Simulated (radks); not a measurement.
Q: The manganese ion Mn12+, 13 electrons, occupied as [Ne] 3s2 3p1. Method: non-relativistic Kohn-Sham, LDA (Slater exchange, Perdew-Wang correlation), spin-unpolarised, spherical densities, point nucleus; computed with a radial shooting solver on a logarithmic mesh with Libxc functionals. Some entries of the table are withheld. Estimate them.

| orbital | occ. | eigenvalue (hartree) | <1/r> (bohr^-1) | <r^2> (bohr^2) |
|---|---|---|---|---|
| 1s | 2 | -246.4291 | 24.48 | 0.005097 |
| 2s | 2 | -39.04177 | 5.260 | 0.09253 |
| 2p | 6 | (1) | 5.214 | (2) |
| 3s | 2 | -13.10547 | 1.950 | 0.6165 |
| 3p | 1 | -11.97130 | (3) | 0.6140 |

A: 
(1) 2p eigenvalue (hartree): -35.34308
(2) 2p <r^2> (bohr^2): 0.07379
(3) 3p <1/r> (bohr^-1): 1.889
